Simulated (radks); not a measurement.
Results of a calculation; reference values are marked as such.
Kr3+, configuration [Ar] 3d10 4s2 4p1 4f2 (not the ground configuration).

Code: a radial shooting solver on a logarithmic mesh with Libxc functionals. Model: Dirac Kohn-Sham, exchange-only B88, spin-unpolarised, spherical densities, finite nucleus; open shells fill j = l - 1/2 first; Fermi nuclear charge, rms radius 4.1884 fm.

Energy parts (eV):
part                   energy
total              -75751.444
kinetic             77838.359
electron-nucleus  -181347.192
Hartree             30303.488
exchange            -2546.099

Orbitals (lengths in bohr, moments of r in powers of bohr; r(max) is where P^2 peaks):
orbital  occ.  eigenvalue (eV)   r(max)       <r^4>   <1/r>  small-component weight
1s1/2       2        -14214.17  0.02707  0.00001385   36.77                1.71e-02
2s1/2       2        -1920.067   0.1543    0.002719   8.229                3.39e-03
2p1/2       2        -1741.083   0.1211    0.001860   8.200                3.39e-03
2p3/2       4        -1687.180   0.1244    0.002020   7.914                3.31e-03
3s1/2       2        -318.5161   0.4667      0.1640   2.718                8.33e-04
3p1/2       2        -255.2423   0.4568      0.1842   2.605                7.82e-04
3p3/2       4        -247.2765   0.4656      0.1985   2.537                7.59e-04
3d3/2       4        -136.8197   0.4083      0.2823   2.296                6.43e-04
3d5/2       6        -135.4986   0.4109      0.2897   2.279                6.37e-04
4s1/2       2         -69.2392    1.269       7.530  0.9530                1.70e-04
4p1/2       1         -53.1398    1.382       11.67  0.8526                1.41e-04
4p3/2       0         -52.0981    1.405       12.38  0.8375                1.38e-04
4d3/2       0         -28.9172    1.785       40.11  0.6282                8.57e-05
4d5/2       0         -28.8002    1.793       40.71  0.6257                8.53e-05
4f5/2       2         -12.9392    3.062       335.9  0.3318                2.39e-05
4f7/2       0         -12.9378    3.062       336.1  0.3318                2.39e-05
5s1/2       0         -24.4643    2.973       169.6  0.4231                5.01e-05

The highest occupied level is 4f5/2 at -12.939 eV. The configuration is held as typed, so some empty levels lie below it. The density falls to 0.001 e/bohr^3 at r = 4.85 bohr.
